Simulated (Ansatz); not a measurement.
**Ligand exchange: GeH(SH) + H2S → Ge(SH)2 + H2**

Species: GeH(SH), singlet; H2S (hydrogen sulfide) `S`, singlet; Ge(SH)2, singlet; H2 (hydrogen), singlet. The partners trade H for SH: Ge–H and H–SH bonds give way to Ge–SH and H–H.

Shapes, held fixed at every level: PBE0-D4/def2-TZVP. Flexible molecules stand in one conformer, not always the lowest. Programs: Ansatz 0.2.0. Electronic energies: no zero-point or thermal term.

Task: Estimate ΔE of this reaction.

Result: The highest level, CCSD(T)/def2-TZVPP, gives ΔE = -81.8 kJ/mol; the levels span -97.0 to -80.9. The column of differences is taken from that level and isn't an error. No measured value is set beside it here. Relativity is left out for Ge. Outer-core shells of Ge are correlated, in sets that cover them unevenly. Times are processor times on shared x86 and Arm servers, and rough.

| level | kind | ΔE (kJ/mol) | less CCSD(T)/def2-TZVPP | CPU time (sum over the molecules) |
| --- | --- | --- | --- | --- |
| PBE-D4/def2-TZVPP | GGA | -97.0 | -15.2 | 5.5 s |
| r2SCAN-D4/def2-TZVPP | meta-GGA | -96.3 | -14.5 | 12 s |
| PBE0-D4/def2-TZVPP | global hybrid | -90.1 | -8.3 | 7.6 s |
| wB97M-V/def2-TZVPP | range-separated hybrid | -83.7 | -1.9 | 24 s |
| wB97X-V/def2-TZVPP | range-separated hybrid | -80.9 | +0.9 | 16 s |
| MP2/def2-TZVPP | perturbation theory | -95.7 | -13.9 | – |
| CCSD(T)/def2-TZVPP | coupled cluster or CI | -81.8 | 0.0 | 21 s |
